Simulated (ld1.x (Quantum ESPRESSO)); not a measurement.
## sulfur (S): one change to a TM potential, before and after

sulfur (S), norm-conserving Troullier–Martins (Kleinman–Bylander form), made with ld1.x (Quantum ESPRESSO) 7.5 (LDA (PZ), scalar-relativistic). Core [Ne], reference 3s2 3p4. Waves: 3p (bound): rc 1.45 bohr; 3s (bound): rc 1.15 bohr. Local part: the s channel. Core correction: a·sin(br)/r model core inside 1.05 bohr.

All-electron outer shells of the reference configuration (LDA (PZ), scalar-relativistic, ld1.x):

```
shell  level (eV)  outermost node (bohr)  outermost maximum (bohr)
   2s     -210.79                   0.13                      0.39
   2p     -156.52                      –                      0.33
   3s      -17.28                   0.60                      1.40
   3p       -7.11                   0.58                      1.59
```

Change: wave 3p (bound): rc 1.45 bohr becomes 3p (bound): rc 1.36 bohr.

Cutoffs: the cutoffs (Ry, on a coarse ladder) from which the occupation-weighted sum of valence levels, in a spherical-Bessel basis at the reference potential, stays within 10 and 1 mRy of its value at 400 Ry; they do not see the model core or the augmentation charge, which bear on the density cutoff. Errors are all-electron minus pseudo energies relative to the spin-unpolarised reference configuration.

Predict the effect on cutoff, ghosts and configuration errors.

The potential gets neither clearly harder nor softer (55 Ry and 120 Ry → 55 Ry and 120 Ry); of the 9 tests that both files solve, the error grows in 0 and shrinks in 1 by more than 15 % and 0.3 meV (median size 18.9 → 17.8 meV); neither file shows a bound ghost.

| quantity | base | changed |
| --- | --- | --- |
| cutoff, loose | 55 Ry | 55 Ry |
| cutoff, tight | 120 Ry | 120 Ry |
| bound ghosts | none | none |
| error for 3s2 3p3, meV [ΔE 11.86 eV] | +4.1 | +4.1 |
| error for 3s2 3p2, meV [ΔE 34.24 eV] | +29 | +29 |
| error for 3s2 3p1, meV [ΔE 68.39 eV] | +101 | +98 |
| error for 3s2 3p3.5, meV [ΔE 4.71 eV] | +0.6 | +0.6 |
| error for 3s1 3p5, meV [ΔE 10.24 eV] | -0.5 | 0.0 |
| error for 3s2 3p4.3, meV [ΔE -1.74 eV] | +0.3 | +0.3 |
| error for 3s2 3p0, meV [ΔE 115.38 eV] | +249 | +238 |
| error for 3s2 3p4 (spin-polarised), meV [ΔE -0.71 eV] | +19 | +18 |
| error for 3s2 3p3 (spin-polarised), meV [ΔE 9.90 eV] | +59 | +56 |
